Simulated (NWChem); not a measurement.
## Polarisability of HCl3Si

```
Si
H 1 1.4749
Cl 1 2.0577 2 109.48
Cl 1 2.0577 2 109.48 3 120.00
Cl 1 2.0577 2 109.49 3 -120.00
```
Charge 0, spin multiplicity 1.

Program: NWChem. The geometry was optimised at B3LYP/def2-SVP, a minimum by its harmonic frequencies.

Basis set: 6-31G*. Static limit. This basis has no diffuse functions, which lowers polarisabilities.

The correlated methods keep 20 core orbitals frozen. B3LYP has NWChem's definition, with VWN1-RPA local correlation. The Pople sets run with spherical d functions. The structure started from a generated list of species. Coupled-cluster values serve here as a point of comparison, not as the truth.

Task: One of these methods gave an isotropic polarisability of 47.08 bohr³. Which?
A) HF
B) CCSD linear response
C) PBE
D) BHandHLYP

Result: B, CCSD linear response. The others give 46.08 (BHandHLYP), 43.71 (HF), 49.72 (PBE).
